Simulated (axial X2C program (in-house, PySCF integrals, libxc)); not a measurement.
## Worked dissociation energy of SnO: HF, spin-free

All values were computed with an axial X2C code built on PySCF integrals. Spin-free means the one-electron spin-free X2C Hamiltonian. Basis: Sn dyall-cv3z [11s12p9d4f1g], O dyall-av3z [7s6p3d2f] (cores contracted in-house); Gaussian nuclei, density fitting, unrestricted open shells. Masses: Sn 119.902 u, O 15.995 u.

Molecular state: M_S = 0, Λ = 0 (closed shell).

- E(Sn) (2M_S = 2, M_L = 0): -6173.832862 hartree
- E(O) (2M_S = 2, M_L = 0): -74.871065 hartree
- E(SnO) at Re: -6248.768723 hartree
- ωe: 965.2 cm⁻¹
- ωexe: 3.06 cm⁻¹

(1) Work out De and D0.

Occupations by symmetry block were frozen at the best pattern of an incomplete PBE0 search. The closed shell is kept restricted, so the energy runs too high when the bond is stretched far. Dissociation energies refer to the lowest single-determinant-based atoms at the same level and basis. Spin-free De lacks the spin–orbit lowering of the heavy p-block atom, a tenth of an eV or more for 4p and 5p, up to an eV for 6p and one to two eV for 7p atoms, less what an open-shell molecule gains itself.

Hartree–Fock lacks correlation and underbinds, often by eV.

Each atomic determinant is the lowest at this level and need not be a pure term. Totals compare only within one Hamiltonian and basis.

## Answers

(1) De = -6173.832862 + (-74.871065) − (-6248.768723) = 0.06480 hartree = 1.763 eV. The zero-point energy is ωe/2 − ωexe/4 = 482 cm⁻¹ = 0.060 eV, so D0 = 1.703 eV.
